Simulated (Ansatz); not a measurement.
Frontier orbitals of `C[SiH](Cl)C#C[Si](F)(F)Cl`.

Charge 0, multiplicity 1. All single points use the PBE0-D4/def2-TZVP geometry. Basis def2-TZVPP, Ansatz 0.2.0.

Orbital energies of one run (eV). Highest occupied ones, from the top: -11.04, -11.23, -11.60, -11.82, -12.43, -12.54, -13.16, -13.33, -13.65, -14.12, -14.80, -15.03, -15.18, -15.56. Empty: 0.51, 0.68, 2.46, 2.80, 3.04, 3.19.

**Question.** Which functional gave them?
A. CAM-B3LYP
B. ωB97M-V
C. revPBE
D. B97M-V

**Answer.** B. HOMO energies: ωB97M-V -11.04, CAM-B3LYP -10.19, B97M-V -7.90, revPBE -7.51 eV.
